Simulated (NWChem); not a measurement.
Isomers of CH$_{5}$ClFNSi, each optimised at B3LYP/6-31G* with NWChem, gas phase unless a solvent is named. Flexible species stand in one conformer each, which need not be the lowest. Pople sets run with spherical d functions. Relative energies count from the lowest isomer at each level and are electronic, without zero-point energy, on those geometries.

A: C[Si](N)(F)Cl
B: C(F)[Si@H](Cl)N
C: CN[Si@@H](Cl)F
D: C(N)[Si@H](F)Cl

Q: Rank them by relative energy, Hartree-Fock/def2-SVP (kcal/mol), lowest first.

A: A (0.0), C (18.0), D (39.5), B (60.4)
